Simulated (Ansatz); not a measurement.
(BeO)6 prism (Be₆O₆). Total charge 0; singlet. Geometry PBE-D4/def2-SVP, basis def2-TZVP, Ansatz.

```csv
atom,x (Å),y (Å),z (Å)
Be1,-0.2359,0.2839,1.6089
O2,0.7104,-0.9671,1.4648
Be3,0.4650,-1.5833,0.0360
O4,-0.7800,-1.4601,-0.9209
Be5,-1.5605,-0.1543,-0.5123
O6,-1.5682,0.6399,0.8480
Be7,-0.4650,1.5833,-0.0359
O8,0.7799,1.4601,0.9210
Be9,1.5604,0.1544,0.5122
O10,1.5682,-0.6399,-0.8480
Be11,0.2359,-0.2841,-1.6089
O12,-0.7103,0.9671,-1.4648
```

```tsv
run	HOMO (eV)	LUMO (eV)
A	-10.88	0.45
B	-8.41	-1.24
C	-8.19	-1.53
D	-7.17	-1.50
E	-8.64	-0.92
F	-6.89	-2.04
```

B3LYP takes the VWN-RPA correlation.

The runs used B3LYP, PBE, PBE0, r2SCAN, r2SCAN0, ωB97X-V. Estimate which is which.

A ωB97X-V (range-separated); B PBE0 (25 % exact exchange); C B3LYP (20 % exact exchange); D r2SCAN (0 % exact exchange); E r2SCAN0 (25 % exact exchange); F PBE (0 % exact exchange). Exact exchange lowers occupied and raises empty levels; among semilocal functionals meta-GGAs tend to open the gap a little, and such runs are hard to tell apart. The gap grows from 4.85 eV (PBE) to 11.33 eV (ωB97X-V).
